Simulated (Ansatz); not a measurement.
`CO[SiH2]C#N` + `N[SiH3]` → `N#C[SiH2]N[SiH3]` + CH₃OH at 298.15 K and 1 bar (ligand exchange at the Si–O bond).

Calculated with Ansatz (gas phase, PBE0-D4/def2-TZVP geometries, no zero-point term in ΔE). CBS: MP2 limit from def2 TZ/QZ plus the TZ coupled-cluster correction, frozen cores. This one scheme is used for every species. Each species was taken in one conformer, which may not be the lowest.

```csv
species,CCSD(T)/CBS energy (Eh),H − E (kJ/mol),S (J/(mol·K))
`CO[SiH2]C#N`,-498.08666,200.2,345.9
`N[SiH3]`,-346.80422,145.7,264.3
`N#C[SiH2]N[SiH3]`,-729.26217,200.2,370.8
CH₃OH,-115.61712,146.3,238.2
```

H − E and S are ideal-gas, rigid-rotor, harmonic terms from PBE0-D4/def2-TZVP, for one conformer and one mirror image of each species. 1 Eh = 2625.50 kJ/mol, R = 8.31446 J/(mol·K).

Q: By hand: ΔE, ΔH, ΔS and ΔG.

A: ΔE = (-729.26217) + (-115.61712) − (-498.08666) − (-346.80422) = 0.01159 Eh = 30.4 kJ/mol. Δ(H − E) = 200.2 + 146.3 − 200.2 − 145.7 = 0.6, so ΔH = 31.0 kJ/mol. ΔS = 370.8 + 238.2 − 345.9 − 264.3 = -1.2 J/(mol·K). ΔG = 31.0 − 298.15 × (-1.2)/1000 = 31.4 kJ/mol.

Q: By hand: the equilibrium constant, and the temperature at which ΔG would vanish if ΔH and ΔS stayed fixed.

A: log₁₀ K = −ΔG/(RT ln 10) = -5.5. ΔH and −TΔS have one sign here, so there is no such temperature.

The number of gas molecules stays the same, so ΔS is small and ΔH decides. A doubt of 5 kJ/mol in ΔE shifts log₁₀ K by 0.9 here. Other conformers and mirror images would add mixing entropy, several J/(mol·K) or more a flexible species. Modes under 60 cm⁻¹, often nearly free rotors, make the harmonic entropy too high. These are equilibria of isolated gas molecules and say nothing of rates. Largest T1 diagnostic: 0.012 (customary marks: 0.02 for closed shells, 0.045 for open ones).

ΔS is within the doubt of such terms, so its sign, and with it that verdict, could turn.
